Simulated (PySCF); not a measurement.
Stepwise substitution at one centre (Ga CH3-OH). Gas-phase values, no solvent. One relaxed conformer stands for each flexible species; it need not be the lowest. Strings in code marks are SMILES.

The four lowest singlet excitations (Tamm–Dancoff). All values below come from PBE-D3(BJ)/def2-TZVP // M06-2X/def2-TZVP (PySCF). Excitations are Tamm–Dancoff values on a coarser integration grid. The basis has no diffuse functions, so Rydberg states are missing or too high.

```
state  energy (eV)  wavelength (nm)  oscillator strength
-----  -----------  ---------------  -------------------
S1            5.45              228                0.000
S2            5.45              228                0.000
S3            6.42              193                0.048
S4            6.42              193                0.048
```

Q: Which member gives these states?
(A) `[OH][Ga]([OH])[OH]`
(B) `[CH3][Ga]([OH])[OH]` (O–Ga–O–H torsion 180°, O–Ga–O–H torsion 0°)
(C) `[CH3][Ga]([CH3])[OH]` (C–Ga–O–H torsion 180°)
(D) `[CH3][Ga]([CH3])[CH3]`

A: A, `[OH][Ga]([OH])[OH]`
